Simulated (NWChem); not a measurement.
System: BGeH5; SMILES [BH2][GeH3]

Input file for NWChem:

```
start job
memory heap 200 mb stack 900 mb global 1100 mb
geometry units angstroms noautosym nocenter noautoz
  B      0.007148    -1.726048     0.001497
  Ge     0.010008     0.332402     0.009181
  H     -1.395888     0.950770     0.137473
  H      0.911187     0.944577     1.099334
  H      0.580164     0.787352    -1.355731
  H      0.970210    -2.349044     0.379753
  H     -0.940795    -2.342946    -0.422233
end
basis spherical
  * library 6-311g**
end
dft
  xc b3lyp
  iterations 150
end
property
  shielding 5 1 2 3 5 6
end
task dft property
```

Excerpt of the output:

```
             Northwest Computational Chemistry Package (NWChem) 7.3.0
             --------------------------------------------------------

                             Geometry "geometry" -> ""
                             -------------------------

 Output coordinates in angstroms (scale by  1.889725989 to convert to a.u.)

  No.       Tag          Charge          X              Y              Z
 ---- ---------------- ---------- -------------- -------------- --------------
    1 B                    5.0000     0.00714800    -1.72604800     0.00149700
    2 Ge                  32.0000     0.01000800     0.33240200     0.00918100
    3 H                    1.0000    -1.39588800     0.95077000     0.13747300
    4 H                    1.0000     0.91118700     0.94457700     1.09933400
    5 H                    1.0000     0.58016400     0.78735200    -1.35573100
    6 H                    1.0000     0.97021000    -2.34904400     0.37975300
    7 H                    1.0000    -0.94079500    -2.34294600    -0.42223300

 Effective nuclear repulsion energy (a.u.)      94.6400713054

                              NWChem Property Module
                              ----------------------

  itol2e modified to match energy
  convergence criterion.

                                 NWChem DFT Module
                                 -----------------

 Summary of "ao basis" -> "ao basis" (spherical)
 ------------------------------------------------------------------------------
       Tag                 Description            Shells   Functions and Types
 ---------------- ------------------------------  ------  ---------------------
 B                          6-311g**                 8       18   4s3p1d
 Ge                         6-311g**                18       44   8s7p3d
 H                          6-311g**                 4        6   3s1p

  itol2e modified to match energy
  convergence criterion.

            General Information
            -------------------
          SCF calculation type: DFT
          Wavefunction type:  closed shell.
          No. of atoms     :     7
          No. of electrons :    42
           Alpha electrons :    21
            Beta electrons :    21
          Charge           :     0
          Spin multiplicity:     1
          Use of symmetry is: off; symmetry adaption is: off
          Maximum number of iterations: 150
          AO basis - number of functions:    92
                     number of shells:    46
          Convergence on energy requested:  1.00D-07
          Convergence on density requested:  1.00D-05
          Convergence on gradient requested:  5.00D-04

              XC Information
              --------------
                         B3LYP Method XC Potential
                     Hartree-Fock (Exact) Exchange  0.200
                        Slater Exchange Functional  0.800 local
                    Becke 1988 Exchange Functional  0.720 non-local
              Lee-Yang-Parr Correlation Functional  0.810
                  VWN I RPA Correlation Functional  0.190 local

             Grid Information
             ----------------
          Grid used for XC integration:  fine
          Radial quadrature: Mura-Knowles
          Angular quadrature: Lebedev.
          Tag              B.-S. Rad. Rad. Pts. Rad. Cut. Ang. Pts.
          ---              ---------- --------- --------- ---------
          B                   0.85       70          10.0       590
          Ge                  1.25      140          10.0       974
          H                   0.35       60          11.0       590
          Grid pruning is: on
          Number of quadrature shells:   510
          Spatial weights used:  Erf1

      Superposition of Atomic Density Guess
      -------------------------------------

 Sum of atomic energies:       -2102.29617014

      Non-variational initial energy
      ------------------------------

 Total energy =   -2102.923329
 1-e energy   =   -3117.709463
 2-e energy   =     920.146063
 HOMO         =      -0.308038
 LUMO         =      -0.064840

   convergence    iter        energy       DeltaE   RMS-Dens  Diis-err
 ---------------- ----- ----------------- --------- --------- ---------
 d= 0,ls=0.0,diis     1  -2104.7998879506 -2.20D+03  4.44D-03  3.07D+00
 d= 0,ls=0.0,diis     2  -2104.8267498692 -2.69D-02  2.46D-03  6.34D-02
 d= 0,ls=0.0,diis     3  -2104.8278506493 -1.10D-03  1.11D-03  5.95D-02
 d= 0,ls=0.0,diis     4  -2104.8324505992 -4.60D-03  1.78D-04  5.81D-04
 d= 0,ls=0.0,diis     5  -2104.8324917664 -4.12D-05  4.43D-05  4.17D-05
  Resetting Diis
 d= 0,ls=0.0,diis     6  -2104.8324967295 -4.96D-06  1.30D-05  1.64D-06
 d= 0,ls=0.0,diis     7  -2104.8324970639 -3.34D-07  2.52D-06  3.01D-08
 d= 0,ls=0.0,diis     8  -2104.8324970654 -1.50D-09  1.05D-06  3.86D-08

         Total DFT energy =    -2104.832497065371
      One electron energy =    -3119.199526264003
           Coulomb energy =     1004.698855642712
    Exchange-Corr. energy =      -84.971897749457
 Nuclear repulsion energy =       94.640071305377

 Numeric. integr. density =       42.000000816744

[...]

          -----------------------------------------
          Chemical Shielding Tensors (GIAO, in ppm)
          -----------------------------------------

                                NWChem CPHF Module
                                ------------------

  scftype          =     RHF
  nclosed          =       21
  nopen            =        0
  variables        =     1491
  # of vectors     =        3
  tolerance        = 0.10D-03
  level shift      = 0.00D+00
  max iterations   =       50
  max subspace     =       30

 SCF residual:    5.6461709316187858E-005

Iterative solution of linear equations
  No. of variables     1491
  No. of equations        3
  Maximum subspace       30
        Iterations       50
       Convergence  1.0D-04

   iter   nsub   residual    time
   ----  ------  --------  ---------
     1      3    7.76D-01      23.2
     2      6    3.49D-02      25.9
     3      9    8.25D-04      28.6
     4     12    6.19D-05      31.2

      Atom:    1  B
        Diamagnetic
    189.6480      0.0090      0.9291
      0.0090    205.0033      0.0845
      0.9291      0.0845    187.8244

        Paramagnetic
   -296.3314      3.0053   -103.8404
      3.0053   -253.8711     -6.5371
   -103.8404     -6.5371    -92.5296

        Total Shielding Tensor
   -106.6835      3.0143   -102.9113
      3.0143    -48.8679     -6.4526
   -102.9113     -6.4526     95.2948

           isotropic =     -20.0855
          anisotropy =    -194.6930

          Principal Components and Axis System
                 1           2           3
             -149.8809    138.7613    -49.1370

      1         0.9221     -0.3868     -0.0121
      2        -0.0028     -0.0379      0.9993
      3         0.3870      0.9214      0.0360

      Atom:    2  Ge
        Diamagnetic
   2753.5069      0.1057     -0.1572
      0.1057   2758.2907     -0.2213
     -0.1572     -0.2213   2753.8141

        Paramagnetic
  -1117.2423     -7.9107     24.9528
     -7.9107  -1089.0868     19.4612
     24.9528     19.4612  -1166.1299

        Total Shielding Tensor
   1636.2646     -7.8050     24.7956
     -7.8050   1669.2039     19.2400
     24.7956     19.2400   1587.6842

           isotropic =    1631.0509
          anisotropy =      63.9392

          Principal Components and Axis System
                 1           2           3
             1673.6770   1646.6828   1572.7929

      1        -0.0729      0.9229     -0.3781
      2         0.9775     -0.0090     -0.2105
      3         0.1977      0.3849      0.9015

      Atom:    3  H
        Diamagnetic
     38.2902     -8.2872     -1.6021
     -8.2872     25.7184      0.7565
     -1.6021      0.7565     20.9916

        Paramagnetic
     -2.3476      2.9867      0.7489
      2.9867     -0.9964      0.2600
      0.7489      0.2600      1.4427

        Total Shielding Tensor
     35.9427     -5.3005     -0.8532
     -5.3005     24.7221      1.0165
     -0.8532      1.0165     22.4343

           isotropic =      27.6997
          anisotropy =      15.6570

          Principal Components and Axis System
                 1           2           3
               38.1376     23.1223     21.8391

      1         0.9255      0.3328     -0.1807
      2        -0.3713      0.7040     -0.6054
      3        -0.0743      0.6274      0.7751

      Atom:    4  H
        Diamagnetic
     23.4893      2.5510     -6.8187
      2.5510     24.0709     -6.0971
     -6.8187     -6.0971     36.9588

        Paramagnetic
      2.0515     -0.7378      2.1736
     -0.7378     -0.6459      1.7544
      2.1736      1.7544     -2.2377

        Total Shielding Tensor
     25.5408      1.8133     -4.6451
      1.8133     23.4251     -4.3427
     -4.6451     -4.3427     34.7210

           isotropic =      27.8956
          anisotropy =      15.4025

          Principal Components and Axis System
                 1           2           3
               38.1639     23.6005     21.9224

      1        -0.3672      0.9228     -0.1169
      2        -0.3042     -0.0004      0.9526
      3         0.8790      0.3853      0.2808

      Atom:    5  H
        Diamagnetic
     30.1143     -5.1659      1.9860
     -5.1659     31.2917     -2.0619
      1.9860     -2.0619     25.8315

        Paramagnetic
    -17.9224      9.9148     -8.0336
      9.9148     -5.5848      3.9320
     -8.0336      3.9320     -0.7824

        Total Shielding Tensor
     12.1920      4.7489     -6.0476
      4.7489     25.7069      1.8701
     -6.0476      1.8701     25.0492

           isotropic =      20.9827
          anisotropy =       9.6968

          Principal Components and Axis System
                 1           2           3
               27.4472     27.2027      8.2981

      1        -0.3800      0.2444      0.8921
      2        -0.0440      0.9586     -0.2813
      3         0.9239      0.1462      0.3535
```

Level: B3LYP/6-311G** (spherical d), GIAO. The geometry was optimised at PBE0/def2-SVP. B3LYP is NWChem's, with the RPA form of VWN correlation. The output numbers the shielded atoms by their place in the input's list. The printed shielding anisotropy is the first printed principal value minus the mean of the other two.
